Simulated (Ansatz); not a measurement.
Ansatz (a program for electronic structure) input (B2PLYP/def2-TZVPD):

Ansatz 0.2 input:
```yaml
crystal:
  periodic: [false, false, false]
  atoms:
    - {symbol: B, position_ang: [-0.00000000, -0.00000000, -0.73649529]}
    - {symbol: N, position_ang: [0.00000000, 0.00000000, 0.52606806]}
basis:
  gaussian:
    orbitals: def2-TZVPD
hamiltonian:
  xc: {name: B2PLYP}
total_charge: 1
magnetization: {spin_polarized: true, initial_magnetization: 1}
correlation: {electrons: outside_noble_gas}
```

Output:

```
Functional definition: B2PLYP
integrals: 0.02 GiB planned
466 factors; integrals over basis functions are off by at most 1.3e-3 eV
mean field: 0.17 GiB planned
mean field evaluation 1: about -2132.4922 eV, gradient 5.2e1 eV
mean field evaluation 2: about -2132.4923 eV, gradient 5.2e1 eV
mean field evaluation 4: about -2143.7395 eV, gradient 1.5e1 eV
mean field evaluation 8: about -2145.2765 eV, gradient 2.8e-1 eV
mean field evaluation 16: about -2145.8602 eV, gradient 1.8e0 eV
mean field evaluation 32: about -2146.2850 eV, gradient 1.9e-5 eV
mean field evaluation 64: about -2146.2820 eV, gradient 2.4e-1 eV
mean field evaluation 96: about -2146.0128 eV, gradient 4.8e0 eV
mean field evaluation 128: about -2122.6567 eV, gradient 2.1e1 eV
mean field evaluation 160: about -2145.9634 eV, gradient 2.7e-1 eV
mean field -2146.28496813 eV, -78.8745177748 hartree, gradient 1.1e-6 eV, S^2 1.754751; 11 other end points of the search recorded, 0 dependent functions left out
2 core orbitals not correlated
reference -2146.28506618 eV, -78.8745213778 hartree; 4, 3 occupied and 68, 69 virtual orbitals, 466 factors
second order -4.95827459 eV of doubles, -0.00000000 eV of singles
Total energy: -2147.62380032 eV, -78.9237189499 hartree
```

This state (charge 1, doublet) is run at the relaxed geometry of the species with charge 0 and multiplicity 1.

The determinant is spin-contaminated: <S^2> is 1.75 against 0.75 for a pure state.
